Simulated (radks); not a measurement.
Initial-state core-level shifts of the technetium ion Tc+ when its valence configuration changes from [Kr] 4d5 5s1. All-electron calculation, Dirac Kohn-Sham, PBE, spin-unpolarised, spherical densities, finite nucleus; open shells fill j = l - 1/2 first; Fermi nuclear charge, rms radius 4.4112 fm. Program: a radial shooting solver on a logarithmic mesh with Libxc functionals. Shifts are changes of the shell-averaged eigenvalues in eV (positive: less bound); the change of the density at the nucleus, which sets a Mossbauer isomer shift, is in e/bohr^3, on a base of 1.002e+05.

valence,1s,2p,3d,4s,density at nucleus
4d5 5p1,-1.205,-1.176,-1.190,-1.206,-16.23
4d4 5s2,-4.079,-4.362,-4.298,-3.842,+22.92
4d4 5p2,-6.413,-6.656,-6.619,-6.156,-13.03
4d4 5s1.5 5p0.5,-4.680,-4.953,-4.895,-4.438,+14.32
4d3 5p3,-12.216,-12.785,-12.629,-11.437,-8.89
4d6,+3.585,+3.815,+3.788,+3.495,-18.42
4d3 5s1 5p2,-10.984,-11.575,-11.409,-10.241,+12.16
4d3 5s0.5 5p2.5,-11.605,-12.185,-12.024,-10.844,+1.76
4d5.5 5s0.5,+1.859,+1.980,+1.963,+1.797,-9.75
